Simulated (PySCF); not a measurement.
## Fractional electron number in As⁺ (arsenic, charge +1)

The 4p alpha orbital of [Ar] 3d10 4s2 4p2 is emptied in steps (occupation f), with all orbitals relaxed, ending at [Ar] 3d10 4s2 4p1. Computed with PySCF 2.14 in def2-TZVP, with the non-relativistic Hamiltonian (point nucleus). The exact energy is a straight line in f; departures are measured from the line between the end points of the same method.

| f | UHF (eV) | LDA (eV) | PBE (eV) | PBE0 (eV) | r2SCAN (eV) | LC-wPBE (eV) | BHandHLYP (eV) | wB97X (eV) | HSE06 (eV) | BLYP (eV) |
| --- | --- | --- | --- | --- | --- | --- | --- | --- | --- | --- |
| 1 | 0.000 | 0.000 | 0.000 | 0.000 | 0.000 | 0.000 | 0.000 | 0.000 | 0.000 | 0.000 |
| 0.8 | 0.074 | -0.736 | -0.715 | -0.518 | -0.676 | -0.082 | -0.338 | -0.132 | -0.586 | -0.731 |
| 0.6 | 0.110 | -1.107 | -1.072 | -0.775 | -1.005 | -0.120 | -0.507 | -0.199 | -0.879 | -1.098 |
| 0.4 | 0.109 | -1.110 | -1.071 | -0.771 | -0.993 | -0.115 | -0.506 | -0.201 | -0.878 | -1.099 |
| 0.2 | 0.071 | -0.740 | -0.712 | -0.511 | -0.651 | -0.073 | -0.337 | -0.136 | -0.584 | -0.733 |
| 0 | 0.000 | 0.000 | 0.000 | 0.000 | 0.000 | 0.000 | 0.000 | 0.000 | 0.000 | 0.000 |

| method | E(f=0) − E(f=1) (eV) | −ε at f=1 (eV) | −ε at f=0.4 (eV) |
| --- | --- | --- | --- |
| UHF | 17.978 | 18.450 | 17.880 |
| LDA | 18.664 | 14.083 | 19.580 |
| PBE | 18.514 | 14.051 | 19.418 |
| PBE0 | 18.564 | 15.322 | 19.227 |
| r2SCAN | 18.722 | 14.480 | 19.624 |
| LC-wPBE | 18.669 | 18.144 | 18.789 |
| BHandHLYP | 18.424 | 16.312 | 18.849 |
| wB97X | 18.356 | 17.536 | 18.509 |
| HSE06 | 18.554 | 14.890 | 19.293 |
| BLYP | 18.334 | 13.781 | 19.249 |

Orbital energy along the path (eV):

```csv
f,UHF,LDA,PBE,PBE0,r2SCAN,LC-wPBE,BHandHLYP,wB97X,HSE06,BLYP
1,-18.450,-14.083,-14.051,-15.322,-14.480,-18.144,-16.312,-17.536,-14.890,-13.781
0.8,-18.252,-15.891,-15.831,-16.628,-16.210,-18.372,-17.157,-17.859,-16.356,-15.585
0.6,-18.063,-17.726,-17.624,-17.933,-17.935,-18.589,-18.004,-18.182,-17.826,-17.411
0.4,-17.880,-19.580,-19.418,-19.227,-19.624,-18.789,-18.849,-18.509,-19.293,-19.249
0.2,-17.706,-21.440,-21.197,-20.498,-21.221,-18.963,-19.690,-18.853,-20.751,-21.086
0,-17.538,-23.287,-22.944,-21.732,-22.718,-19.092,-20.527,-19.226,-22.182,-22.904
```

Reference removal energy between the ground levels: 18.589 eV (measured; NIST Atomic Spectra Database, ionization energies). The calculation has no spin-orbit coupling. UHF lacks correlation.
